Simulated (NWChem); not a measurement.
The numbers come from NWChem runs, not from measurements. System: H₂BO₂, charge 0, spin multiplicity 2, at a geometry optimised with UPBE/def2-SVP. The structure started from a generated list of species. Its SCF solution wasn't tested for a lower state. Level: UHF/def2-TZVP.

Input file:

```
start mol
memory heap 200 mb stack 900 mb global 1100 mb
geometry units angstroms nocenter noautoz
  O     -1.225910     0.000000    -0.038937
  B      0.000000     0.000000     0.534102
  O      1.225910     0.000000    -0.038937
  H     -1.215821     0.000000    -1.023763
  H      1.215821     0.000000    -1.023763
  symmetry group C2v
end
basis spherical
  * library def2-tzvp
end
scf
  uhf
  nopen 1
  maxiter 100
  thresh 1e-7
  semidirect memsize 60000000 filesize 0
  # guess.movecs holds the orbitals of an unrestricted PBE0 run
  vectors input guess.movecs output mol.movecs
end
task scf energy
```

Part of the output:

```
             Northwest Computational Chemistry Package (NWChem) 7.3.0
             --------------------------------------------------------

                                NWChem Input Module
                                -------------------

 Scaling coordinates for geometry "geometry" by  1.889725989
 (inverse scale =  0.529177249)

 Turning off AUTOSYM since
 SYMMETRY directive was detected!

                             Geometry "geometry" -> ""
                             -------------------------

 Output coordinates in angstroms (scale by  1.889725989 to convert to a.u.)

  No.       Tag          Charge          X              Y              Z
 ---- ---------------- ---------- -------------- -------------- --------------
    1 O                    8.0000    -1.22591000     0.00000000    -0.03893700
    2 B                    5.0000     0.00000000     0.00000000     0.53410200
    3 O                    8.0000     1.22591000     0.00000000    -0.03893700
    4 H                    1.0000    -1.21582100     0.00000000    -1.02376300
    5 H                    1.0000     1.21582100     0.00000000    -1.02376300

 Effective nuclear repulsion energy (a.u.)      59.8050865615

            Nuclear Dipole moment (a.u.)
            ----------------------------
        X                 Y               Z
 ---------------- ---------------- ----------------
     0.0000000000     0.0000000000    -0.0000151178

      Symmetry information
      --------------------

 Group name             C2v
 Group number             16
 Group order               4
 No. of unique centers     3

      Symmetry unique atoms

     1    2    4


 Summary of "ao basis" -> "" (spherical)
 ------------------------------------------------------------------------------
       Tag                 Description            Shells   Functions and Types
 ---------------- ------------------------------  ------  ---------------------
 *                         def2-tzvp                  on all atoms

 Summary of "ao basis" -> "ao basis" (spherical)
 ------------------------------------------------------------------------------
[...]
   Bfn.  Coefficient  Atom+Function         Bfn.  Coefficient  Atom+Function
  ----- ------------  ---------------      ----- ------------  ---------------
    44      1.261159  2 B  py                13     -0.306853  1 O  py
    75     -0.306853  3 O  py

 center of mass
 --------------
 x =   0.00000000 y =   0.00000000 z =   0.10792917

 moments of inertia (a.u.)
 ------------------
          18.408182191219           0.000000000000           0.000000000000
           0.000000000000         200.731181093420           0.000000000000
           0.000000000000           0.000000000000         182.322998902201

  Mulliken analysis of the total density
  --------------------------------------

    Atom       Charge   Shell Charges
 -----------   ------   -------------------------------------------------------
    1 O    8     8.53   0.79  1.18  0.56  0.94  0.29  1.86  2.05  0.83  0.00  0.02  0.00
    2 B    5     4.58   0.91  1.07  0.48  0.27  0.10  0.84  0.56  0.09  0.10  0.13  0.04
    3 O    8     8.53   0.79  1.18  0.56  0.94  0.29  1.86  2.05  0.83  0.00  0.02  0.00
    4 H    1     0.68   0.24  0.34  0.06  0.04
    5 H    1     0.68   0.24  0.34  0.06  0.04

  Mulliken analysis of the alpha density
  --------------------------------------

    Atom       Charge   Shell Charges
 -----------   ------   -------------------------------------------------------
    1 O    8     4.25   0.40  0.59  0.29  0.47  0.14  0.93  1.02  0.41  0.00  0.01  0.00
    2 B    5     2.75   0.46  0.53  0.30  0.19  0.10  0.54  0.42  0.07  0.05  0.08  0.02
    3 O    8     4.25   0.40  0.59  0.29  0.47  0.14  0.93  1.02  0.41  0.00  0.01  0.00
    4 H    1     0.37   0.12  0.18  0.04  0.02
    5 H    1     0.37   0.12  0.18  0.04  0.02

   Mulliken analysis of the beta density
   -------------------------------------

    Atom       Charge   Shell Charges
 -----------   ------   -------------------------------------------------------
    1 O    8     4.28   0.40  0.59  0.28  0.47  0.15  0.93  1.03  0.42  0.00  0.01  0.00
    2 B    5     1.83   0.45  0.54  0.18  0.08  0.00  0.30  0.14  0.02  0.05  0.05  0.02
    3 O    8     4.28   0.40  0.59  0.28  0.47  0.15  0.93  1.03  0.42  0.00  0.01  0.00
    4 H    1     0.31   0.11  0.16  0.02  0.02
    5 H    1     0.31   0.11  0.16  0.02  0.02

   Mulliken analysis of the spin density
   -------------------------------------

    Atom       Charge   Shell Charges
 -----------   ------   -------------------------------------------------------
    1 O    8    -0.02   0.00 -0.00  0.01  0.00 -0.00 -0.01 -0.01 -0.01  0.00  0.00  0.00
    2 B    5     0.93   0.00 -0.01  0.12  0.12  0.09  0.24  0.28  0.05  0.00  0.02 -0.00
    3 O    8    -0.02   0.00 -0.00  0.01  0.00 -0.00 -0.01 -0.01 -0.01  0.00  0.00  0.00
    4 H    1     0.06   0.01  0.02  0.03 -0.00
    5 H    1     0.06   0.01  0.02  0.03 -0.00

       Multipole analysis of the density wrt the origin
       ------------------------------------------------

     L   x y z        total         alpha         beta         nuclear
     -   - - -        -----         -----         ----         -------
     0   0 0 0     -0.000000    -12.000000    -11.000000     23.000000

     1   1 0 0      0.000000     -0.000000      0.000000      0.000000
     1   0 1 0      0.000000      0.000000      0.000000      0.000000
     1   0 0 1     -1.324627     -1.674468      0.349856     -0.000015

     2   2 0 0    -15.877236    -56.789498    -55.514069     96.426331
     2   1 1 0      0.000000      0.000000      0.000000      0.000000
     2   1 0 1      0.000000     -0.000000      0.000000      0.000000
     2   0 2 0    -12.974255     -7.213620     -5.760635      0.000000
     2   0 1 1      0.000000      0.000000      0.000000      0.000000
     2   0 0 2    -10.761168    -15.031940     -8.394948     12.665721

 Task  times  cpu:        1.4s     wall:        1.4s

 Total times  cpu:        1.4s     wall:        1.4s
```
